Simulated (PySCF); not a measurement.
C₂H₇BO, SMILES C(C)OB. Atoms are numbered in the order given.

```xyz
11

B      0.4967    -0.8820     1.5431
H     -0.6063    -1.2588     1.8761
H      1.5097    -1.2871     2.0546
O      0.6360     0.0290     0.5618
C     -0.4767     0.5844    -0.1438
C     -0.4254     0.1766    -1.6057
H     -1.4168     0.2543     0.3314
H     -0.4041     1.6792    -0.0437
H     -0.5303    -0.9143    -1.7114
H     -1.2428     0.6604    -2.1627
H      0.5319     0.4782    -2.0569
```
Charge 0, spin multiplicity 1.

Geometry optimised at TPSSh-D3(BJ)/def2-SVP. This is a generated structure with no PubChem entry under its InChIKey; it may be hypothetical. One conformer was computed; it need not be the lowest.

Computed with TDA-PBE/def2-SVPD run with PySCF.

Vertical excitations. Gas-phase values at a fixed geometry.

Computed excitation energies, oscillator strengths and character:
```json
[
 {"state": "S1", "energy (eV)": "5.88", "λ (nm)": "211", "f": "0.000", "main pairs": "HOMO→LUMO 100 %"},
 {"state": "S2", "energy (eV)": "6.88", "λ (nm)": "180", "f": "0.012", "main pairs": "HOMO−2→LUMO 83 %, HOMO−1→LUMO 17 %"},
 {"state": "S3", "energy (eV)": "7.17", "λ (nm)": "173", "f": "0.025", "main pairs": "HOMO→LUMO+1 98 %"},
 {"state": "S4", "energy (eV)": "7.33", "λ (nm)": "169", "f": "0.145", "main pairs": "HOMO−1→LUMO 69 %, HOMO−2→LUMO 16 %"},
 {"state": "S5", "energy (eV)": "7.92", "λ (nm)": "157", "f": "0.039", "main pairs": "HOMO→LUMO+2 95 %"},
 {"state": "S6", "energy (eV)": "7.96", "λ (nm)": "156", "f": "0.021", "main pairs": "HOMO−1→LUMO+1 93 %"},
 {"state": "S7", "energy (eV)": "8.15", "λ (nm)": "152", "f": "0.003", "main pairs": "HOMO→LUMO+3 68 %, HOMO−3→LUMO 30 %"},
 {"state": "S8", "energy (eV)": "8.16", "λ (nm)": "152", "f": "0.009", "main pairs": "HOMO−3→LUMO 65 %, HOMO→LUMO+3 31 %"},
 {"state": "S9", "energy (eV)": "8.33", "λ (nm)": "149", "f": "0.009", "main pairs": "HOMO−2→LUMO+1 57 %, HOMO−4→LUMO 40 %"},
 {"state": "S10", "energy (eV)": "8.37", "λ (nm)": "148", "f": "0.007", "main pairs": "HOMO−4→LUMO 50 %, HOMO−2→LUMO+1 40 %"},
 {"state": "T1", "energy (eV)": "5.31", "λ (nm)": "233", "f": "0", "main pairs": "HOMO→LUMO 99 %"},
 {"state": "T2", "energy (eV)": "5.90", "λ (nm)": "210", "f": "0", "main pairs": "HOMO−1→LUMO 96 %"},
 {"state": "T3", "energy (eV)": "6.65", "λ (nm)": "186", "f": "0", "main pairs": "HOMO−2→LUMO 96 %"},
 {"state": "T4", "energy (eV)": "7.05", "λ (nm)": "176", "f": "0", "main pairs": "HOMO→LUMO+1 99 %"}
]
```
Triplets are in the Tamm–Dancoff approximation.
